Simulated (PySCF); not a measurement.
BeF, SMILES [F][Be], multiplicity 2. The structure is a stationary point at r2SCAN-D4/def2-TZVPD. The spin state was assumed, not searched.

Calculation: r2SCAN-D4/def2-TZVPD (PySCF 2.14.0).

Harmonic wavenumbers (cm⁻¹): 1220. Rotational constants (GHz): 43.83 (linear); symmetry number 1.

Problem. Work out the zero-point energy and the ideal-gas rigid-rotor harmonic-oscillator thermochemistry at 298.15 K and 1 atm.

Solution. ZPE = ½ Σ hcν = ½ × 1220 cm⁻¹ = 7.30 kJ/mol. H − E(el) = 16.02 kJ/mol. Entropy in J/(mol K): translation 150.31, rotation 49.50, vibration 0.16, spin 5.76, total 205.74. G − E(el) = -45.32 kJ/mol. Cp = 29.90 J/(mol K).
